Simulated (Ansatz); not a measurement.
A geometry relaxed with Ansatz (a quantum-chemistry and plane-wave program) with PBE0-D3(BJ)/def2-TZVP, charge 0, multiplicity 1:

```xyz
12

Si     1.4722    -0.6160     0.7491
H     -0.8102    -1.6634    -1.8882
C     -0.0154     0.1774     0.0020
H     -1.9400    -1.7807     0.2257
Si    -0.1633     1.8729     0.0234
H      2.3873     0.4181     1.3080
H      2.2215    -1.4089    -0.2646
H     -2.4292     0.0306    -1.2973
H      1.0877    -1.5472     1.8459
Si    -1.3454    -0.8428    -0.7666
H     -1.3215     2.5923    -0.5547
H      0.8564     2.7676     0.6174
```

Task: Write the SMILES of this molecule.

Result: `[SiH2]=C([SiH3])[SiH3]`
